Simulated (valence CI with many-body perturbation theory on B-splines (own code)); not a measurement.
## Nb XXI: magnetic and hyperfine properties of the levels

Computed by configuration interaction combined with many-body perturbation theory (CI+MBPT): three valence electrons over a frozen Dirac-Fock core [Ar], radial functions for each j: 7 s, 7 p, 8 d, 6 f, 4 g, 1 h, with the one-electron correlation potential Σ1 (screened to all orders), the two-electron term Σ2, the three-electron term Σ3, Breit, model QED; selected single and double excitations, second order for the rest, scaled by the run's own slope (own B-spline code, finite nucleus).

No measured levels were compared; by estimate terms of the open shell hold to 2 to 4 % of their energy, and close levels can change places. Only levels of the ground parity were solved; by the run's estimate the other parity begins above the list, which can be wrong where configurations are misplaced.

A/g_I is the dipole constant over the nuclear g factor μ/I (μ in nuclear magnetons, uniformly magnetised nucleus), B/Q the quadrupole constant per barn. Both hold the static response of the core; the bare values leave it out. Large factors of s and p1/2 electrons are usually good to 5 to 10 %; those of open d and f shells near neutrality can be off by tens of per cent, and small factors of p3/2, d and f electrons come from cancelling terms and can be off by a factor of two or in sign, in half-filled shells by more. B is blank for J = 1/2, where it vanishes, and for nearly pure S terms. Energies count from the lowest level.

Names give the largest LS component (configuration and term), which can be under half, so a name can repeat, a term be missing and a line seem to break the LS rules; names also repeat where a configuration has a term twice. Letters in brackets count levels of one name in rising energy.

```
         Level  E (cm⁻¹)      g  A/g_I (MHz)  A/g_I bare  B/Q (MHz/b)  B/Q bare
    3d3 4F_3/2       0.0  0.438        10600       10300        -2800     -2880
    3d3 4F_5/2     14436  1.031         6060        6100        -2370     -2440
    3d3 4F_7/2     28286  1.217         5020        5160        -2600     -2670
    3d3 4F_9/2     40062  1.286         5100        5280        -2690     -2770
    3d3 4P_3/2     55993  1.466         4980        5250        -4310     -4420
    3d3 4P_1/2     61486  2.261        -6040       -5290                       
    3d3 2G_7/2     75002  0.910         6990        6960         3530      3630
    3d3 2H_9/2     78557  1.038         6290        6330         7950      8160
    3d3 4P_5/2     81650  1.570         1540        1890         5780      5930
3d3 2D_3/2 [a]     92410  1.162         5880        5980        -6120     -6280
    3d3 2P_1/2     98830  1.071         -207       -99.9                       
   3d3 2H_11/2    107530  1.089         5940        6010        13300     13700
3d3 2D_5/2 [a]    113910  1.210         5230        5360        -3760     -3870
    3d3 2G_9/2    115050  1.023         5190        5230         6090      6260
    3d3 2P_3/2    129830  1.188         4860        4980          824       837
    3d3 2F_7/2    147960  1.135         5880        5970         3700      3810
    3d3 2F_5/2    149580  0.883         5610        5580         7450      7650
3d3 2D_5/2 [b]    223010  1.181         4520        4650         7030      7220
3d3 2D_3/2 [b]    224380  0.799         9600        9500         7930      8140
```

Question: Take the isotope of mass number 93, with I = 9/2, μ = 6.163 μN and Q = -0.32 b. What is the hyperfine structure of 3d3 4F_7/2?

Answer: From the table A = 6870 MHz, B = 831 MHz. Shifts from the centre of gravity in MHz: F = 1: -132000, F = 2: -118000, F = 3: -97800, F = 4: -70500, F = 5: -36200, F = 6: 4940, F = 7: 53100, F = 8: 108000.
